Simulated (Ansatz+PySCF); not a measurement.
Two shapes of singlet H₈.

Shape 1:

```xyz
8

H     2.3518    0.0000    0.0000
H     1.6630    1.6630    0.0000
H     0.0000    2.3518    0.0000
H    -1.6630    1.6630    0.0000
H    -2.3518    0.0000    0.0000
H    -1.6630   -1.6630    0.0000
H     0.0000   -2.3518    0.0000
H     1.6630   -1.6630    0.0000
```

Shape 2:

```xyz
8

H     1.3066    0.0000    0.0000
H     0.9239    0.9239    0.0000
H     0.0000    1.3066    0.0000
H    -0.9239    0.9239    0.0000
H    -1.3066    0.0000    0.0000
H    -0.9239   -0.9239    0.0000
H     0.0000   -1.3066    0.0000
H     0.9239   -0.9239    0.0000
```

Basis set: 6-31G* (spherical functions). All electrons are correlated. Charge 0, multiplicity 1.

Computed with Ansatz (development build ahead of 0.2.0); each method stands on the lowest determinant of its kind that the runs found.

(1) Which shape is lower in energy, and by how much in each method?

## Answers

(1)

```tsv
method	E(2) − E(1) (eV)
RHF	-9.882
UHF	-4.710
UHF-MP2	-6.005
UHF-CCSDT(Q)	-5.673
full CI (lowest root of this spin)	-5.535
```

Shape 2 is lower. Caution for RHF: an unrestricted determinant lies well below; the determinant breaks the point group. Caution for UHF, UHF-MP2, UHF-CCSDT(Q): the unrestricted determinant is a mixture of spin states. Caution for UHF-MP2, UHF-CCSDT(Q): bonds are stretched, where a single reference can fail.
